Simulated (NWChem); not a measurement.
System: SnBr$_{2}$, singlet; SMILES [Br][Sn][Br]

Here is an NWChem input.

```
start job
memory heap 200 mb stack 900 mb global 1100 mb
geometry units angstroms noautosym nocenter noautoz
  Sn     0.000000     0.000000     0.954963
  Br    -1.941777     0.000000    -0.680978
  Br     1.941777     0.000000    -0.680978
end
basis spherical
  * library def2-svpd
end
ecp
  Sn library def2-ecp
end
dft
  xc xpbe96 cpbe96
  iterations 150
end
property
  response 1 0.0
end
task dft property
```

Low-valent species are run as closed-shell singlets; no triplet was tried in these runs. All runs use the structure optimised with PBE0/def2-SVP. No frequency run checked for a minimum. def2 effective core potentials on Sn; no spin-orbit coupling.

Static field.

### Question
Give the results of this calculation. (PBE/def2-SVPD with def2 effective core potentials on Sn.) Quantities: isotropic polarisability (bohr³); anisotropy (bohr³).

### Answer
```
Quantity                          Result
--------------------------------  ------
isotropic polarisability (bohr³)    92.5
anisotropy (bohr³)                  48.2
```
